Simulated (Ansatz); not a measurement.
A nudged elastic band was laid between two geometries of C₂H₈NOSb (13 atoms, charge 0, multiplicity 1).

Level of theory: Ansatz 0.2.0, RKS B3LYP-D4/def2-SVP.

```
movable images  : 5
climbing image  : yes
spring          : 5.0 eV/Å²
optimiser       : quadratic models (default)
start path      : through a guess of the saddle point
force threshold : 0.03 eV/Å
iteration limit : 60
end points      : relaxed
```

Initial state:

```xyz
13
Properties=species:S:1:pos:R:3
C -1.252 -0.487 0.238
C 0.234 -0.385 -0.086
N 0.694 -1.631 -0.658
O 0.482 0.608 -1.067
Sb 0.732 2.540 -0.606
H -1.633 0.468 0.629
H -1.801 -0.747 -0.680
H -1.443 -1.261 1.000
H 0.782 -0.101 0.846
H 1.705 -1.606 -0.787
H 0.477 -2.415 -0.043
H 1.704 2.259 0.809
H -0.659 2.724 0.420
```

Final state:

```xyz
13
Properties=species:S:1:pos:R:3
C -1.230 -0.496 0.348
C 0.266 -0.435 0.065
N 0.760 -1.734 -0.288
O 0.540 0.494 -0.993
Sb 0.739 2.469 -0.698
H -1.618 0.491 0.640
H -1.766 -0.816 -0.561
H -1.444 -1.211 1.156
H 0.803 -0.109 0.979
H 1.752 -1.673 -0.517
H 0.287 -2.062 -1.132
H 1.637 2.327 0.784
H -0.707 2.720 0.233
```

Which bonds break or form, and what moves?

No bond is made or broken. The height of N3 over the plane of its neighbours goes from 0.37 to -0.39 Å.

Give the energies along the band, and the barrier.

The forces met the threshold. The highest image is number 2 of 0 to 6, 5.0 kJ/mol above the first end and 25.3 kJ/mol above the last; the last end lies 20.4 kJ/mol below the first. A vibrational analysis at the climbing image gives one clearly imaginary mode, 432i cm⁻¹: a first-order saddle point.

| image | path coordinate (Å) | energy (kJ/mol) | height of N3 over the plane of its neighbours (Å) |
| --- | --- | --- | --- |
| 0 | 0.00 | 0.0 | 0.37 |
| 1 | 0.49 | 1.8 | 0.33 |
| 2 | 0.99 | 5.0 | 0.14 |
| 3 | 1.22 | -1.3 | -0.09 |
| 4 | 1.45 | -13.7 | -0.28 |
| 5 | 1.68 | -19.6 | -0.37 |
| 6 | 1.91 | -20.4 | -0.39 |

What is the geometry of the highest image?


```xyz
13
Properties=species:S:1:pos:R:3
C -1.202 -0.498 0.286
C 0.279 -0.372 -0.062
N 0.794 -1.602 -0.533
O 0.448 0.635 -1.079
Sb 0.669 2.575 -0.646
H -1.618 0.470 0.601
H -1.756 -0.831 -0.607
H -1.358 -1.225 1.098
H 0.842 -0.039 0.836
H 1.755 -1.845 -0.342
H 0.165 -2.373 -0.706
H 1.692 2.327 0.741
H -0.690 2.743 0.429
```

What are the harmonic wavenumbers there?

432i, 74, 136, 178, 188, 263, 348, 417, 476, 631, 662, 714, 853, 872, 950, 967, 1075, 1178, 1252, 1358, 1389, 1419, 1462, 1468, 1602, 1853, 1855, 2937, 3033, 3117, 3133, 3615, 3736 cm⁻¹.

The band took 24 iterations and of the order of 10 core-minutes.

Time of the run: 5.1 min on 2 threads of Intel(R) Xeon(R) 6975P-C (Granite Rapids) (shared host), peak memory 0.35 GiB.
